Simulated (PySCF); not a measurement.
Excitations are Tamm–Dancoff values on a coarser integration grid. The basis has no diffuse functions, so Rydberg states are missing or too high.

Species: H₆BFSi₂, SMILES `FB([SiH3])[SiH3]` (charge 0, multiplicity 1).

**Question.** What is the computed brightest of the four lowest singlets (TDA), dipole moment and T1 excitation (TDA) (PBE-D3(BJ)/def2-TZVP run with PySCF)?

**Answer.** 
```json
{
 "brightest of the four lowest singlets (TDA)": "5.61 eV",
 "dipole_moment": "0.20 D",
 "T1 excitation (TDA)": "2.72 eV"
}
```
